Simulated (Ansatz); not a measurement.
Ideal-gas functions of AlH$_{5}$O$_{2}$Si (`[OH][AlH][SiH2]O`) at 298.15 K and 1 bar, from an Ansatz frequency run at PBE0-D4/def2-TZVP.

Molar mass 92.11 g/mol, point group C1 (symmetry number 1), electronic degeneracy 1, moments of inertia 62.211, 227.375, 281.87 u Å². Harmonic wavenumbers (cm⁻¹, unscaled): 55, 75, 140, 244, 308, 362, 435, 511, 593, 686, 713, 820, 841, 863, 900, 933, 1929, 2158, 2202, 3927, 3951.

Use S(trans) = R[1.5 ln M + 2.5 ln T − 1.1517]; rotational temperatures θ = 24.2544 K / I; S(rot) = R[ln(√π/σ · √(T³/θAθBθC)) + 1.5]; for each mode x = 1.438777 ν̃/T, S = R[x/(eˣ − 1) − ln(1 − e⁻ˣ)] and H = RT x/(eˣ − 1); 1 cm⁻¹ = 0.0119627 kJ/mol; R = 8.31446 J/(mol·K).

Q: By hand: the entropy, in J/(mol·K).

A: Translation 165.3. Rotation: θ = 0.3899, 0.1067, 0.086 K, giving 111.7. Vibration, mode by mode: 19.37, 16.81, 11.73, 7.42, 5.74, 4.66, 3.52, 2.64, 1.93, 1.35, 1.22, 0.80, 0.74, 0.68, 0.58, 0.51, 0.01, 0.00, 0.00, 0.00, 0.00, in all 79.7. Electronic 0.0. Sum 356.7 J/(mol·K).

Q: By hand: H − E and G − E in kJ/mol, counted from the electronic energy.

A: Zero-point energy ½ × 22646 × 0.0119627 = 135.5; thermal vibration 12.4; translation, rotation and pV give 4 RT = 9.9. H − E = 157.8 kJ/mol, and G − E = 157.8 − 298.15 × 356.7/1000 = 51.4 kJ/mol.

Vibration gives 22 % of the entropy, 47.9 J/(mol·K) of it from the modes under 150 cm⁻¹: soft modes count most, and the harmonic formula is weakest for them. The sum counts one conformer and one mirror image; others add a mixing term.
